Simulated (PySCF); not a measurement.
NICS in isomers of C4H7N3O2Si.

NICS = −σ at a ghost point: NICS(0) at the centroid of the ring atoms, NICS(1) 1 Å to either side along the normal of their mean plane, zz for the tensor component along that normal. Level: GIAO PBE0/pcSseg-1 (PySCF, non-relativistic, gas phase) on the GFN2-xTB geometries, one conformer each. Atom numbers follow the mapped SMILES.

Task: Order these rings by mean NICS(1)zz, lowest (most negative) first (ppm).
A. ring C3–N4–C5–N6–N7–C8 in `[OH:1][CH2:2][c:3]1[n:4][cH:5][n:6][n:7][c:8]1[O:9][SiH3:10]`
B. ring C5–N6–C7–N8–N10 in `[CH3:1][O:2][C:3](=[O:4])[c:5]1[n:6][cH:7][n:8]([SiH3:9])[n:10]1`
C. ring C3–N4–C5–N6–N7–C8 in `[CH3:1][O:2][c:3]1[n:4][cH:5][n:6][n:7][c:8]1[O:9][SiH3:10]`
D. ring C2–N3–C4–N5–N6–C7 in `[CH3:1][c:2]1[n:3][cH:4][n:5][n:6][c:7]1[O:8][SiH2:9][OH:10]`
E. ring C5–C6–N7–N8–N10 in `[CH3:1][O:2][C:3](=[O:4])[c:5]1[cH:6][n:7][n:8]([SiH3:9])[n:10]1`

Result: E (-33.0), B (-31.6), A (-24.9), D (-23.8), C (-22.3).

| SMILES | ring | NICS(0) | NICS(1) | NICS(1)zz | HOMA | rms pucker (Å) | ring atoms with four or more neighbours |
| --- | --- | --- | --- | --- | --- | --- | --- |
| COC(=O)c1cnn([SiH3])n1 | 5-membered ring with 3 N; formal bonds all aromatic | -12.9 | -13.4 | -33.0 | 0.95 | 0.00 | 0 |
| COC(=O)c1ncn([SiH3])n1 | 5-membered ring with 3 N; formal bonds all aromatic | -12.8 | -12.4 | -31.6 | 0.93 | 0.00 | 0 |
| OCc1ncnnc1O[SiH3] | 6-membered ring with 3 N; formal bonds all aromatic | -4.5 | -10.4 | -24.9 | 0.94 | 0.00 | 0 |
| Cc1ncnnc1O[SiH2]O | 6-membered ring with 3 N; formal bonds all aromatic | -4.4 | -10.0 | -23.8 | 0.91 | 0.00 | 0 |
| COc1ncnnc1O[SiH3] | 6-membered ring with 3 N; formal bonds all aromatic | -5.1 | -9.6 | -22.3 | 0.87 | 0.00 | 0 |

NICS(0) gives another order. The isotropic NICS(1) gives the same order. Over the 5 rings with a HOMA value its correlation coefficient with NICS(1)zz is -0.75. HOMA uses Krygowski's 1993 parameters. NICS(1) and NICS(1)zz are means over the two faces.
